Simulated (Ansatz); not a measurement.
Species: SeO, charge 0, triplet. SeO (SMILES O=[Se], triplet).
B3LYP-D3(BJ)/def2-TZVP minimum from Ansatz (a first-principles code):
```
Se
O 1 1.6481
```
Charge 0, spin multiplicity 3.

Hartree-Fock and CCSD correlation energies in hartree (Ansatz). UHF or UKS for unpaired electrons; spin-orbit terms are left out. Cores are frozen in correlated methods (noble-gas shells, and filled d and f shells in the p block). No relativity. The UHF reference of OSe (O=[Se], triplet) is spin-contaminated (<S^2> up to 0.07 over the pure value in the sets run). The determinant of OSe (O=[Se], triplet) is a saddle point of the SCF energy; a lower one exists, which strains HF and MP2.

| basis | X | E(HF) | E(corr, CCSD) |
|---|---|---|---|
| cc-pVTZ | 3 | -2474.72969 | -0.37554 |
| cc-pVQZ | 4 | -2474.74047 | -0.40181 |
| cc-pV5Z | 5 | -2474.74271 | withheld |

Question: Fit E(corr) = E∞ + A/X³ to X = 3 and 4, predict X = 5, and compare with the run.

Answer: A = (-0.37554 - (-0.40181))/(1/27 - 1/64) = 1.2269; E∞ = -0.40181 - A/64 = -0.42098; at X = 5, E∞ + A/125 = -0.41116. The run gave -0.41159, 0.43 mEh below the prediction. The same form on X = 4 and 5 gives E∞ = -0.42185, 0.87 mEh below the first estimate.
